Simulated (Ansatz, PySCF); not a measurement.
Energy difference R1 → P1 + P2, each structure at its B3LYP-D3(BJ)/def2-TZVP stationary point, reached from a drawn start (curvature not checked).
P1: OH (SMILES [OH]), charge 0, multiplicity 2.
R1, FeH2O2 (SMILES [OH][Fe][OH]) (charge 0, multiplicity 5, Z-matrix in Å and degrees):
```
Fe
O 1 1.7904
H 2 0.9581 1 129.43
O 1 1.7904 3 165.24 2 170.18
H 4 0.9581 1 129.40 3 97.80
```
P2, FeHO (SMILES [OH][Fe]) (charge 0, multiplicity 6):
```xyz
3

Fe    -0.178    -0.053    -1.433
O     -0.231    -0.069     0.372
H      0.409     0.123     1.061
```

P less R. No zero-point or thermal terms; open shells are unrestricted; no spin–orbit coupling. The spin states of the d-block species are the ones drawn and need not be the lowest.

The values were computed with Ansatz (Gaussian orbitals); PySCF for the D3/D4 terms. Each number belongs to the level named beside it.

Problem. One of these levels gives 114.62 kcal/mol for the reaction energy. Name it.
(A) PBE0-D4/def2-TZVPP
(B) HF/def2-TZVPP
(C) PBE-D4/def2-TZVPP

Solution. C, PBE-D4/def2-TZVPP. The others give 62.78 (HF/def2-TZVPP), 105.64 (PBE0-D4/def2-TZVPP)

Ansatz is a program for electronic structure.
